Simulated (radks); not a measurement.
Values are calculated unless marked as measured or tabulated.
Br, 35 electrons, occupied as [Ar] 3d10 4s2 4p4 5p1 (not the ground configuration).

Code: a radial shooting solver on a logarithmic mesh with Libxc functionals. Model: non-relativistic Kohn-Sham, PBEsol, spin-polarised, spherical densities, point nucleus; open shells are filled with parallel spins first.

Energy parts (eV):
total: -69981.506
kinetic: 69936.354
electron-nucleus: -167154.783
Hartree: 29657.933
exchange-correlation: -2421.010

Orbitals (lengths in bohr, moments of r in powers of bohr; <r^-3> diverges for s and p1/2):
| orbital | occ. | eigenvalue (eV) | <1/r> | <r^-3> | <r^4> |
|---|---|---|---|---|---|
| 1s up | 1 | -13085.22 | 34.48 | - | 0.00001662 |
| 1s down | 1 | -13085.08 | 34.48 | - | 0.00001662 |
| 2s up | 1 | -1687.433 | 7.642 | - | 0.003362 |
| 2s down | 1 | -1687.354 | 7.642 | - | 0.003362 |
| 2p up | 3 | -1522.162 | 7.623 | 1264 | 0.002327 |
| 2p down | 3 | -1522.031 | 7.623 | 1264 | 0.002327 |
| 3s up | 1 | -236.2820 | 2.523 | - | 0.2111 |
| 3s down | 1 | -236.1075 | 2.524 | - | 0.2104 |
| 3p up | 3 | -178.4950 | 2.412 | 181.9 | 0.2442 |
| 3p down | 3 | -178.2954 | 2.413 | 181.9 | 0.2429 |
| 3d up | 5 | -75.4133 | 2.156 | 23.28 | 0.4022 |
| 3d down | 5 | -75.1555 | 2.160 | 23.35 | 0.3930 |
| 4s up | 1 | -26.2923 | 0.7952 | - | 15.64 |
| 4s down | 1 | -24.4767 | 0.7973 | - | 15.99 |
| 4p up | 3 | -14.1638 | 0.6677 | 15.46 | 33.43 |
| 4p down | 1 | -12.3914 | 0.6615 | 15.26 | 37.00 |
| 5p up | 1 | -1.4203 | 0.1626 | 0.7219 | 6086 |

The highest occupied level is 5p up at -1.420 eV. The electron density at the nucleus is 2.955e+04 e/bohr^3.
